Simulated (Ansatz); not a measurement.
Stretching the Se4–H5 bond in CdH2OSe (SMILES [OH][Cd][SeH]) (multiplicity 1 held, fragments rigid). Energies count from the point at 1.473 Å.
Geometry at that point (charge 0, multiplicity 1):
```
atom    x (Å)    y (Å)    z (Å)
----  -------  -------  -------
Cd     0.4354  -0.5866  -0.1057
O      1.5014  -2.2292  -0.4538
H      2.3793  -2.1969  -0.0591
Se    -0.9919   1.3929   0.2152
H     -1.5669   0.8277   1.4481
```

Signs of static correlation in def2-TZVPP, with CASSCF(4,3), from Ansatz (a program for electronic structure) runs.

| R (Å) | T1 of restricted CCSD | ⟨S²⟩ of UHF | largest double amplitude of restricted CCSD | weight of the CASSCF reference in MRCISD | CASSCF natural occupations |
|---|---|---|---|---|---|
| 1.179 | 0.016 | 0.000 | 0.038 | 0.872 | 2.00 1.99 0.01 |
| 1.326 | 0.017 | 0.000 | 0.037 | 0.872 | 2.00 1.98 0.02 |
| 1.473 | 0.017 | 0.000 | 0.037 | 0.872 | 2.00 1.97 0.03 |
| 1.621 | 0.017 | 0.000 | 0.060 | 0.872 | 2.00 1.96 0.04 |
| 1.768 | 0.017 | 0.000 | 0.049 | 0.872 | 2.00 1.94 0.07 |
| 1.989 | 0.018 | 0.236 | … | 0.872 | 2.00 1.89 0.11 |
| 2.210 | 0.020 | 0.609 | … | 0.872 | 2.00 1.82 0.18 |
| 2.578 | 0.024 | 0.869 | 0.341 | 0.873 | 2.00 1.64 0.36 |
| 2.946 | 0.029 | 0.960 | 0.481 | 0.873 | 2.00 1.45 0.55 |
| 3.388 | 0.036 | 0.996 | 0.630 | 0.873 | 2.00 1.26 0.74 |
| 3.978 | 0.040 | 1.008 | 0.765 | 0.873 | 2.00 1.12 0.88 |
| 4.714 | 0.040 | 1.011 | 0.846 | 0.873 | 2.00 1.04 0.96 |

Problem. What belongs in the gaps?

Solution. 
- 1.989, largest double amplitude of restricted CCSD: 0.102
- 2.210, largest double amplitude of restricted CCSD: 0.138

Doubts at one or more of the structures used: active orbitals that take no part (SC-NEVPT2 on CASSCF(4,3)/def2-TZVPP); a restricted determinant that unrestricted orbitals would lower (R-CCSD(T)/def2-TZVPP); other coupled-cluster roots lie near (R-CCSD(T)/def2-TZVPP); a spin-contaminated determinant (U-CCSD(T)/def2-TZVPP); T1 above 0.05 (U-CCSD(T)/def2-TZVPP); the program's own flag: other amplitudes (U-CCSD(T)/def2-TZVPP).
